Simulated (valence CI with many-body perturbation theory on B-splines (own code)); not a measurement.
# A CI+MBPT run for Re⁴³⁺

Calculated by valence CI with perturbative core correlation (CI+MBPT): four valence electrons over a frozen Dirac-Fock core [Ar] 3d10, radial functions for each j: 6 s, 6 p, 5 d, 3 f, 1 g, with the one-electron correlation potential Σ1 (screened to all orders), the two-electron term Σ2, the three-electron term Σ3, Breit, model QED; selected single and double excitations, second order for the rest, scaled by the run's own slope (own B-spline code, finite nucleus).

Command, and the settings that its task file holds:

```sh
python run_cv.py task.json out
```

```
atom Re  Z=75  mass_number=187  rms_radius_fm=5.3698
core [Ar] 3d10
valence 4s2 4p2
avg = 1
basis = S
breit = 1
cap = 10000
capref = 1200
cscale = 1
de = 0.0
dress = 0
eps = 2e-08
extrap = 1
h = 0.27
hh = 1
l2 = 3
lcore = 6
maxit = 60
n2 = 5
natural = 1
nlev = 20
nno = [3, 3, 3, 2, 1]
nroot = 26
nsp = [3, 3, 2, 1, 0]
pt2 = 1
qed = 1
rpa = 1
s1 = 1
s2 = 1
s3 = 1
screen = 1
tol = 0.0003
whole = 1
```

It took 21 s on 1 thread of Arm Neoverse V2, with other jobs on the host.

Log. The first blocks belong to the next ion, which gives the ionisation energy. Fields: 2J, parity (1 odd), roots, reference size, generating configurations, candidates as configurations/state functions, variational space P, stored matrix elements, Davidson steps; e2 is the range of second-order energies in hartree. The first line gives the box (bohr), its intervals, the orbitals and the steps of their self-consistent field. Window is the range of levels sought, series limit the energy at which the first omitted orbital would enter, core excitation an estimate of the first excitation out of the core, left out the lowest levels not solved, and shifts from estimates the range by which levels moved from their first estimate, all in cm⁻¹.

```
rmax 2.6 intervals 56 orbitals 36 references ['4s2 4p2', '4s 4p3', '4s2 4p 4d', '4p4', '4s 4p2 4d'] scf 3 t 0.7
2J=1 par=1 roots 2 ref 23 generators 6 cand 1351/2024 P 596/878 nnz 0 it 0
2J=1 par=1 roots 2 ref 23 generators 9 cand 774/1169 P 775/1131 nnz 0 it 0
   second order: generators 15 cand 1182/1764 e2 -0.00000 -0.00000
reference levels 428, estimated 70, window 2998259 1/cm; series limit 9064771, core excitation 13410446
2J=0 par=0 roots 3 ref 22 generators 9 cand 1568/2584 P 1671/2613 nnz 6.2e+05 it 2
2J=0 par=0 roots 3 ref 22 generators 16 cand 3046/5796 P 1986/3182 nnz 8.4e+05 it 3
   second order: generators 26 cand 4069/8039 e2 -0.00002 -0.00000
2J=2 par=0 roots 3 ref 35 generators 6 cand 2296/8980 P 1096/3541 nnz 1.5e+06 it 3
2J=2 par=0 roots 3 ref 35 generators 12 cand 3779/17641 P 1817/6338 nnz 4.3e+06 it 3
   second order: generators 23 cand 4183/19812 e2 -0.00003 -0.00001
2J=4 par=0 roots 5 ref 55 generators 11 cand 3314/18213 P 1177/3576 nnz 1.4e+06 it 3
2J=4 par=0 roots 5 ref 55 generators 27 cand 5118/33216 P 2408/9555 nnz 8.1e+06 it 4
   second order: generators 40 cand 4608/33829 e2 -0.00004 -0.00001
2J=4 par=1 roots 8 ref 57 generators 19 cand 4726/26938 P 1067/3574 nnz 1.5e+06 it 3
2J=4 par=1 roots 8 ref 57 generators 27 cand 5194/33558 P 2377/9993 nnz 9.1e+06 it 5
   second order: generators 45 cand 4604/32138 e2 -0.00004 -0.00001
2J=2 par=1 roots 6 ref 44 generators 18 cand 4462/20311 P 1251/3558 nnz 1.4e+06 it 3
2J=2 par=1 roots 6 ref 44 generators 25 cand 4818/23119 P 2540/8470 nnz 6.1e+06 it 4
   second order: generators 39 cand 4618/23665 e2 -0.00003 -0.00001
2J=6 par=1 roots 4 ref 53 generators 13 cand 4397/29824 P 1019/3566 nnz 1.6e+06 it 3
2J=6 par=1 roots 4 ref 53 generators 26 cand 5381/38770 P 2204/9520 nnz 8.5e+06 it 4
   second order: generators 34 cand 4196/32816 e2 -0.00004 -0.00002
2J=0 par=1 roots 2 ref 16 generators 6 cand 2951/5204 P 1147/1856 nnz 0 it 3
2J=0 par=1 roots 2 ref 16 generators 12 cand 3137/5696 P 1647/2649 nnz 6.5e+05 it 4
   second order: generators 18 cand 4068/7857 e2 -0.00002 -0.00001
2J=8 par=1 roots 1 ref 37 generators 4 cand 2854/15908 P 659/2714 nnz 1.4e+06 it 2
2J=8 par=1 roots 1 ref 37 generators 9 cand 4124/23903 P 993/4252 nnz 2.6e+06 it 3
   second order: generators 15 cand 4267/26525 e2 -0.00003 -0.00003
2J=6 par=0 roots 2 ref 40 generators 8 cand 3712/21181 P 942/3549 nnz 1.5e+06 it 3
2J=6 par=0 roots 2 ref 40 generators 17 cand 4921/34175 P 2222/9994 nnz 8.8e+06 it 4
   second order: generators 24 cand 4131/30598 e2 -0.00005 -0.00003
left out: unestimated 4393021, estimated 3465434, shifts from estimates -3 to 21
operators 1.5
```

The Davidson iterations converged.

The last digits are not significant, and no measured levels were compared; by estimate large intervals hold to a few tenths of a per cent, small ones and those within an open d or f shell to about a per cent.

| Property | Result |
| --- | --- |
| Valence energy | -349.6351 hartree |
| Ionisation energy | 2241.4 eV (NIST: 2240 ± 4 eV (theoretical)) |
| Reference configurations for the orbitals | 4s2 4p2, 4s 4p3, 4s2 4p 4d, 4p4, 4s 4p2 4d |
| Radial orbitals | 36 |
| Box radius | 2.605 bohr |
| Largest variational space | 9994 |
| Lowest levels | (4s^2 4p1/2^2) J=0 0, (4s^2 4p1/2 4p3/2) J=1 795740, (4s^2 4p1/2 4p3/2) J=2 831150, (4s 4p1/2^2 4p3/2) J=2 1591600, (4s^2 4p3/2^2) J=2 1653600, (4s 4p1/2^2 4p3/2) J=1 1712400, (4s^2 4p3/2^2) J=0 1730100, (4s^2 4p1/2 4d3/2) J=2 2059400, (4s^2 4p1/2 4d3/2) J=1 2209900, (4s^2 4p1/2 4d5/2) J=2 2271100, (4s^2 4p1/2 4d5/2) J=3 2298800, (4s 4p1/2 4p3/2^2) J=2 [a] 2406800, (4s 4p1/2 4p3/2^2) J=3 2452800, (4s 4p1/2 4p3/2^2) J=0 2484600 cm⁻¹ |

Levels are named by their leading jj configuration (3d3/2^4 stands for four electrons in 3d with j = 3/2), which in mixed levels can hold well under half, so a name can repeat and another be missing. Letters in brackets count levels of one name in rising energy.
